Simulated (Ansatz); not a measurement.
Geometry optimisation, RKS PBE/6-31G* (Ansatz).

Input:

```yaml
crystal:
  periodic: [false, false, false]
  atoms:
    - { symbol: B, position_ang: [0.025976, 0.130546, 0.250522] }
    - { symbol: "N", position_ang: [0.010577, 0.304788, 1.718986] }
    - { symbol: H, position_ang: [-0.862242, 0.293113, 2.243573] }
    - { symbol: H, position_ang: [0.802599, 0.70004, 2.224282] }
    - { symbol: Cl, position_ang: [1.518502, 0.486462, -0.632588] }
    - { symbol: H, position_ang: [-0.963201, -0.214789, -0.325566] }
    - { symbol: Cl, position_ang: [0.385797, -2.895622, 0.632561] }
    - { symbol: H, position_ang: [0.369292, -1.915337, 1.549329] }
basis:
  gaussian: { orbitals: "6-31G*" }
hamiltonian:
  xc: pbe
relax:
  f_tol: 0.03
  max_steps: 50
```

Command:

```bash
$ ansatz run input.yaml --threads 1 --pin off --max-ram 2048MiB --backend cpu --events-out ev --progress --plain --runs-dir out
```

Problem. Where does it end, and by what steps?

Solution. The run converged. After 10 steps the energy has fallen by 0.260 eV; Cl7 moved furthest, 0.99 Å.

| step | energy less start (eV) | largest force component (eV/Å) | accepted |
| --- | --- | --- | --- |
| 0 | 0.0000 | 2.095 | yes |
| 1 | -0.1113 | 1.121 | yes |
| 2 | -0.1552 | 0.999 | yes |
| 3 | -0.1975 | 0.561 | yes |
| 4 | -0.2290 | 0.338 | yes |
| 5 | -0.2507 | 0.106 | yes |
| 6 | -0.2578 | 0.035 | yes |
| 7 | -0.2591 | 0.103 | yes |
| 8 | -0.2596 | 0.052 | yes |
| 9 | -0.2596 | 0.048 | no |
| 10 | -0.2598 | 0.028 | yes |

```xyz
8
Properties=species:S:1:pos:R:3
B -0.015 0.435 0.152
N 0.043 0.073 1.517
H -0.813 -0.054 2.059
H 0.869 0.246 2.093
Cl 1.467 0.932 -0.682
H -1.046 0.368 -0.456
Cl 0.456 -3.207 1.574
H 0.326 -1.903 1.404
```

Whether the end is a true minimum wasn't checked by a vibrational analysis.

Time of the run: 24 s on 1 thread of Arm Neoverse V2 (shared host), peak memory 0.13 GiB.
